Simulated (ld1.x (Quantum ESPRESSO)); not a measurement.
An all-electron radial function and its pseudo partner (O)

Columns: radius, all-electron u(r) and pseudo u(r) of the 2s shell (level -24.00 eV) of oxygen in the configuration [He] 2s2 2p4; revPBE, scalar-relativistic, TM scheme, ld1.x (Quantum ESPRESSO) 7.5.

```csv
r (bohr),all-electron,pseudo
0.105,0.4208,-0.1060
0.210,0.2148,-0.2200
0.315,-0.1305,-0.3517
0.420,-0.4463,-0.5113
0.525,-0.6851,-0.6910
0.630,-0.8425,-0.8425
0.735,-0.9296,-0.9296
0.840,-0.9624,-0.9624
0.945,-0.9561,-0.9561
1.050,-0.9231,-0.9231
1.155,-0.8733,-0.8733
1.260,-0.8137,-0.8137
1.365,-0.7496,-0.7496
1.470,-0.6843,-0.6843
1.575,-0.6203,-0.6203
1.680,-0.5590,-0.5590
1.785,-0.5015,-0.5015
1.890,-0.4482,-0.4482
1.995,-0.3993,-0.3993
2.100,-0.3548,-0.3548
2.205,-0.3146,-0.3146
2.310,-0.2784,-0.2784
2.415,-0.2460,-0.2460
2.520,-0.2171,-0.2171
2.625,-0.1914,-0.1914
2.730,-0.1686,-0.1686
```

Question: How many radial nodes do the two functions have?

Answer: The all-electron 2s function has n − l − 1 = 1; the pseudo-wave has 0, since the states of the same l below it are removed with the core.

Question: At about which radius was the pseudo-wave matched?

Answer: 0.65 bohr, where the columns begin to agree (steps of 0.10 bohr).

Question: Is the pseudo-wave norm-conserving?

Answer: Yes: the TM scheme keeps the norm inside the radius equal to the all-electron one, which fixes the energy derivative of the logarithmic derivative at the level.
